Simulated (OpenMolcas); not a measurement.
**Ti2+ in LiF**

Ti2+ with its 6 nearest fluoride ions at 2.115 Å, on the Li site of LiF (a = 4.028 Å, distance in the model lattice 2.014 Å). The rest of the host is ab initio model potentials to 7.6 Å and point charges beyond; the distance is set by hand and nothing relaxes, and no local charge compensation is placed. Ligand basis ANO-RCC-VDZP.
```
Ti    0.0000    0.0000    0.0000
F     2.1150    0.0000    0.0000
F     0.0000    2.1150    0.0000
F    -2.1150    0.0000    0.0000
F     0.0000   -2.1150    0.0000
F     0.0000    0.0000    2.1150
F     0.0000    0.0000   -2.1150
```

| Property | Result |
| --- | --- |
| Program | OpenMolcas 26.06 |
| Method | CASSCF |
| Basis | ANO-RCC-VDZP [5s4p2d1f] |
| Scalar Hamiltonian | DKH2, point nucleus |
| Active space | 2 electrons in 5 orbitals (3d) |
| State averaging | 2S+1 = 3 even, 10 roots; 2S+1 = 1 even, 15 roots |
| Spin-orbit coupling | state interaction with AMFI integrals over the reference wave functions |

The lowest spin-free states (labels of O, the rotations of Oh), above the lowest:

```json
{"State": "3T1", "Degeneracy": "3", "E (cm-1)": "0.0", "Free-ion L (%)": "F (93)"}
{"State": "1T2", "Degeneracy": "3", "E (cm-1)": "11749", "Free-ion L (%)": "D (59)"}
{"State": "1E", "Degeneracy": "2", "E (cm-1)": "11889", "Free-ion L (%)": "G (52)"}
{"State": "3T2", "Degeneracy": "3", "E (cm-1)": "13850", "Free-ion L (%)": "F (100)"}
{"State": "1A1", "Degeneracy": "1", "E (cm-1)": "24483", "Free-ion L (%)": "G (73)"}
{"State": "3T1", "Degeneracy": "3", "E (cm-1)": "25365", "Free-ion L (%)": "P (93)"}
{"State": "1T2", "Degeneracy": "3", "E (cm-1)": "27690", "Free-ion L (%)": "G (59)"}
{"State": "3A2", "Degeneracy": "1", "E (cm-1)": "29655", "Free-ion L (%)": "F (100)"}
{"State": "1T1", "Degeneracy": "3", "E (cm-1)": "30490", "Free-ion L (%)": "G (100)"}
{"State": "1E", "Degeneracy": "2", "E (cm-1)": "44076", "Free-ion L (%)": "D (52)"}
{"State": "1A1", "Degeneracy": "1", "E (cm-1)": "61920", "Free-ion L (%)": "S (73)"}
```

The lowest levels with spin-orbit coupling:

| E (cm-1) | Degeneracy | Label | 2S+1 |
| --- | --- | --- | --- |
| 0.0 | 2 | E | 3 |
| 1.9 | 3 | T2 | 3 |
| 164.4 | 3 | T1 | 3 |
| 245.5 | 1 | A1 | 3 |
| 11822 | 3 | T2 | 1 |
| 11973 | 2 | E | 1 |
| 13874 | 1 | A2 | 3 |
| 13914 | 3 | T2 | 3 |
| 13965 | 3 | T1 | 3 |
| 13967 | 2 | E | 3 |
| 24551 | 1 | A1 | 1 |
| 25364 | 1 | A1 | 3 |
| 25399 | 3 | T1 | 3 |
| 25498 | 3 | T2 | 3 |
| 25501 | 2 | E | 3 |
| 27772 | 3 | T2 | 1 |
| 29749 | 3 | T2 | 3 |
| 30576 | 3 | T1 | 1 |
| 44163 | 2 | E | 1 |
| 62007 | 1 | A1 | 1 |

Powder χT (cm3 K/mol): 0.0949 at 2 K, 0.152 at 10 K, 0.38 at 50 K, 0.634 at 100 K, 0.938 at 200 K, 1.09 at 300 K. The effective moment at 300 K is 2.828 √(χT) = 2.95 μB.

The lowest level has 2S+1 = 3, for which the spin-only value is χT = S(S+1) / 2 = 1.000 cm3 K/mol (g = 2). The computed 1.085 at 300 K differs by +0.085, through orbital momentum, spin-orbit coupling and any other state in reach. With a threefold ground state the orbital momentum is unquenched, so the spin-only value is not expected to hold.

Metal share of the active 3d orbitals (Löwdin): 91, 91, 96, 96, 96 %; Mulliken charge of the metal 1.44.

A least-squares ligand-field fit to the states below 45000 cm-1, each weighted by its degeneracy and with a free common offset, gives 10Dq = 15918 cm-1, B = 846 cm-1 and C = 3186 cm-1 (C/B = 3.77), with an rms deviation of 266 cm-1.

The same method and metal basis give the free ion B = 884 cm-1 (fit to its terms below 60000 cm-1, rms deviation 77 cm-1), so the nephelauxetic ratio is β = 846 / 884 = 0.96; it hangs on how both fits weigh the states, and computed free-ion B values tend to be too large, so β mixes covalency with correlation.

An orbital triplet at a regular site is open to Jahn-Teller coupling, which can distort the site and quench the lowest spin-orbit gaps and is left out. Without dynamic correlation the repulsion within the d shell is too large (B by tens of per cent), so at a given field states of lower spin stand too high. Ligand-to-metal charge-transfer states are missing. With no ligand orbital active B as a rule stays too high, so bands that hang on it stand too high and its fall with covalency is understated. With metal d orbitals alone and no dynamic correlation 10Dq can be off by a tenth to a fifth, either way, in oxide and fluoride hosts. No measured value stands beside these numbers; the geometry was set by hand and not optimised.

The RASSCF and RASSI steps took 12 s on 1 thread of Arm Neoverse V1, with other jobs on the host; the integral step is not counted.
